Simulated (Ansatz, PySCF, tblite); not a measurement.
Bond stretch in C2, singlet.

Levels of theory: RKS-PBE = restricted PBE/cc-pVDZ (Ansatz, a program for electronic structure); RHF/6-31G* = restricted Hartree-Fock/6-31G*, spherical d in PySCF; GFN2-xTB, 300 K electronic temperature (tblite); FCI = full CI/cc-pVDZ, frozen core in Ansatz.

Energies relative to the lowest point of each curve between 1.10 and 1.58 Å, where full CI is lowest, in eV:

```tsv
R / Å	RKS-PBE	RHF/6-31G*	GFN2-xTB
1.10	1.549	1.159	0.174
1.40	0.505	0.706	2.114
1.43	0.718	0.957	2.545
1.52	1.382	1.799	3.869
1.58	1.767	2.397	4.737
1.65	2.128	3.098	5.511
1.70	2.372	3.588	5.845
1.90	3.418	5.396	7.171
2.05	4.183	6.562	8.112
2.20	4.889	7.577	8.961
2.45	5.904	8.985	10.135
2.70	6.713	10.103	10.997
```

Problem. Estimate the FCI values at these points.

Solution. 1.10: 1.573; 1.40: 0.448; 1.43: 0.642; 1.52: 1.313; 1.58: 1.777; 1.65: 2.252; 1.70: 2.489; 1.90: 3.448; 2.05: 4.077; 2.20: 4.582; 2.45: 5.142; 2.70: 5.421 (eV).

The scan ran from 1.10 to 5.21 Å; beyond the distances shown full CI changes its symmetry label. The restricted form behind RKS-PBE, RHF/6-31G* keeps the bonding electrons paired and can't separate into open-shell fragments. Also computed but left out beside FCI, since their determinant holds another spin at the minimum (<S²> over 0.7 above the pure value): UHF, UKS-PBE0, UKS-CAM-B3LYP, UKS-PBE, UKS-B3LYP/6-31G*, UKS-M06-2X/6-31G*, UKS-BP86/6-31G*, UHF/6-31G*.
